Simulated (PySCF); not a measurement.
Job for PySCF: R-HF/3-21G on ClFGeH2 (SMILES [F][GeH2][Cl]), a point of a bond scan (R = 1.915 Å).

```python
from pyscf import gto, scf, dft, mp
from pyscf.data.elements import chemcore

mol = gto.M(
    atom='''
    Ge   -0.48721924   -0.28782149    0.04175761
    F    -1.23875691    1.47368456    0.03360190
    Cl    1.64415390   -0.04137166   -0.10759465
    H    -0.82640627   -0.91124549    1.39620161
    H    -0.99927659   -0.99707760   -1.21242615
    ''',
    basis='3-21g',
    charge=0, spin=0, verbose=3, max_memory=1800)
mf = scf.RHF(mol)
mf.conv_tol = 1e-8
mf.max_cycle = 100
mf.kernel()
if not mf.converged:
    mf = mf.newton().run(mf.mo_coeff, mf.mo_occ)
```

Output:

```
converged SCF energy = -2622.75663438375
```

The calculation finished and met its thresholds.

Cost: roughly 0.3 core-seconds.
